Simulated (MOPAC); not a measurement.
A run for MOPAC: PM3 on AlC+, 2S+1 = 3, a spin state set in the input, which need not be the lowest, a point of a bond scan (R = 2.048 Å). Charge +1.

```
PM3 1SCF PRECISE CHARGE=1 UHF MS=1 THREADS=1
CAl

C      0.00000000 1     0.00000000 1     0.00000000 1
Al     0.00000000 1     0.00000000 1     2.04780200 1
```

It printed:

```
*******************************************************************************
 **                                                                           **
 **                              MOPAC v23.2.5                                **
 **                                                                           **
 *******************************************************************************
 ** MOPAC's Digital Object Identifier: https://doi.org/10.5281/zenodo.6511958 **
 **                                                                           **
 ** Please cite the open-source release paper for use of this MOPAC version:  **
 ** J. E. Moussa and J. J. P. Stewart (2026)                                  **
 ** MOPAC: An open-source semiempirical molecular orbital program             **
 ** J. Open Source Softw., 11(119), 8025, https://doi.org/10.21105/joss.08025 **
 *******************************************************************************

                              PM3 CALCULATION RESULTS

 *******************************************************************************
 *  PM3        - The PM3 Hamiltonian to be used
 *  UHF        - UNRESTRICTED HARTREE-FOCK CALCULATION
 *
 *
 *
 *                 CHARGE ON SYSTEM = +1
 *
 *
 *
 *  MS=        - IN MECI, MAGNETIC COMPONENT OF SPIN =  1.0
 *  PRECISE    - TIGHTER CRITERIA TO BE USED
 *  1SCF       - DO 1 SCF AND THEN STOP
 *  THREADS=1  - MULTI-THREADING NOT USED
 *  T=         - A TIME OF 172800.0 SECONDS REQUESTED
 *  DUMP=N     - RESTART FILE WRITTEN EVERY 7200.0 SECONDS REQUESTED
 *******************************************************************************
PM3 1SCF PRECISE CHARGE=1 UHF MS=1 THREADS=1
 CAl

   ATOM   CHEMICAL          X               Y               Z
  NUMBER   SYMBOL      (ANGSTROMS)     (ANGSTROMS)     (ANGSTROMS)

     1       C          0.00000000  *   0.00000000  *   0.00000000  *
     2      Al          0.00000000  *   0.00000000  *   2.04780200  *



          CARTESIAN COORDINATES

    NO.       ATOM           X           Y           Z

     1         C          0.0000      0.0000      0.0000
     2        Al          0.0000      0.0000      2.0478

  C: (PM3): J. J. P. STEWART, J. COMP. CHEM. 10, 209 (1989).
 Al: (PM3): J. J. P. STEWART, J. COMP. CHEM. 10, 209 (1989).

           Empirical Formula: C Al  =     2 atoms



      MOLECULAR POINT GROUP   :   C*v


          UHF CALCULATION, NO. OF ALPHA ELECTRONS =    4
                           NO. OF BETA  ELECTRONS =    2

 -------------------------------------------------------------------------------
 PM3 1SCF PRECISE CHARGE=1 UHF MS=1 THREADS=1
 CAl



     1SCF WAS SPECIFIED, SO BFGS WAS NOT USED
     SCF FIELD WAS ACHIEVED


                              PM3 CALCULATION
                                                       MOPAC v23.2.5 Linux




          FINAL HEAT OF FORMATION =        391.44395 KCAL/MOL =    1637.80149 KJ/MOL


          COSMO AREA              =         90.48 SQUARE ANGSTROMS
          COSMO VOLUME            =         77.03 CUBIC ANGSTROMS

          IONIZATION POTENTIAL    =         15.228373 EV
          ALPHA SOMO LUMO (EV)    =        -15.228 -7.704
          BETA  SOMO LUMO (EV)    =        -15.718 -8.534
          NO. OF ALPHA ELECTRONS  =          4
          NO. OF BETA  ELECTRONS  =          2
          MOLECULAR WEIGHT        =         38.9925         POINT GROUP:  C*v

          MOLECULAR DIMENSIONS (Angstroms)

            Atom       Atom       Distance
           Al     2    C     1     2.04780
           Al     2    C     1     0.00000
            C     1   Al     2     0.00000


          SCF CALCULATIONS        =          1





   ATOM   CHEMICAL          X               Y               Z
  NUMBER   SYMBOL      (ANGSTROMS)     (ANGSTROMS)     (ANGSTROMS)

     1       C          0.00000000  *   0.00000000  *   0.00000000  *
     2      Al          0.00000000  *   0.00000000  *   2.04780200  *

                             CARTESIAN COORDINATES

   1    C        0.000000000     0.000000000     0.000000000
   2   Al        0.000000000     0.000000000     2.047802000


           Empirical Formula: C Al  =     2 atoms



      MOLECULAR POINT GROUP   :   C*v


          ALPHA EIGENVALUES
 -26.48794 -15.62485 -15.22837 -15.22837  -7.70358  -7.70358  -7.19196  -5.28364


           BETA EIGENVALUES
 -26.51726 -15.71793  -8.53396  -8.53396  -7.57986  -6.76612  -6.76612   1.50021


              NET ATOMIC CHARGES AND DIPOLE CONTRIBUTIONS

  ATOM NO.   TYPE          CHARGE      No. of ELECS.   s-Pop       p-Pop
    1          C           0.700511        3.2995     1.92169     1.37780
    2         Al           0.299489        2.7005     0.28161     2.41890
 DIPOLE           X         Y         Z       TOTAL
 POINT-CHG.     0.000     0.000    -3.860     3.860
 HYBRID         0.000     0.000     3.345     3.345
 SUM            0.000     0.000    -0.516     0.516


          ATOMIC ORBITAL ELECTRON POPULATIONS

     Atom    s        px        py        pz
    1  C   1.92169   0.10996   0.10996   1.15787
    2 Al   0.28161   0.89004   0.89004   0.63882


                    (SZ)    =    1.000000
                    (S**2)  =    2.440578


          ATOMIC ORBITAL SPIN POPULATIONS

    Atom   Total    s     px     py     pz
         Atomic
    1  C -0.3729  0.030  0.110  0.110 -0.623
    2 Al  2.3729  0.259  0.890  0.890  0.334

 **********************
 *                    *
 * JOB ENDED NORMALLY *
 *                    *
 **********************




 == MOPAC DONE ==
```

The run finished. Its determinant has ⟨S²⟩ = 2.44, a mixture of spin states.

Cost: roughly 0.020 core-seconds.
